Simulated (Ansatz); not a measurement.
Born–Oppenheimer molecular dynamics of C2H7BClN (12 atoms, charge 0, multiplicity 1). It starts from a rough guess of a transition structure, not a stationary point.

The calculation used Ansatz, UKS BHLYP-D4/6-31G.

```
ensemble                      : NVE (velocity Verlet)
time step                     : 0.5 fs
steps asked                   : 150
starting velocities drawn for : 300 K
seed                          : 109335
```

First frame:

```xyz
12
Properties=species:S:1:pos:R:3
B 0.021 0.011 -0.718
Cl 1.704 -0.369 -2.034
N 0.746 -0.121 0.397
C 0.599 -0.104 1.817
H 1.864 -0.385 -0.280
C -1.386 0.272 -1.326
H 1.353 0.547 2.265
H -0.392 0.258 2.100
H 0.731 -1.112 2.222
H -2.121 0.444 -0.543
H -1.723 -0.579 -1.914
H -1.394 1.137 -1.985
```

Task: How far do the bonds stretch over the last three quarters of this one trajectory? (Pairs bonded in most of those frames.)

Result: 
```csv
bond,mean (Å),spread (Å),shortest,longest
B1–Cl2,1.853,0.052,1.79,1.99
B1–N3,1.405,0.063,1.28,1.50
B1–C6,1.593,0.075,1.45,1.73
N3–C4,1.490,0.046,1.42,1.56
N3–H5,1.105,0.165,0.82,1.31
C4–H7,1.087,0.006,1.07,1.10
C4–H8,1.082,0.029,1.03,1.13
C4–H9,1.088,0.020,1.06,1.12
C6–H10,1.096,0.019,1.06,1.13
C6–H11,1.086,0.017,1.06,1.12
C6–H12,1.093,0.010,1.07,1.11
```

Mean temperature of the second half: 1070 K. The conserved energy stayed within 2.9 meV per atom of its start (net change 0.5 meV per atom), so there is no drift, though single steps change it by up to 40 meV in the whole system, a sign of fast motions only just resolved. The system heated up, since it started high on the potential surface and ran downhill. A run of 0.075 ps of so small a system gives no equilibrium averages. The orbitals stay closed-shell, which can raise the energy where a bond breaks towards radicals; this wasn't checked here. Limits of this set-up: no polarisation functions.

Run time: 12 min on 1 thread of Arm Neoverse V2 (shared host), peak memory 0.2 GiB.
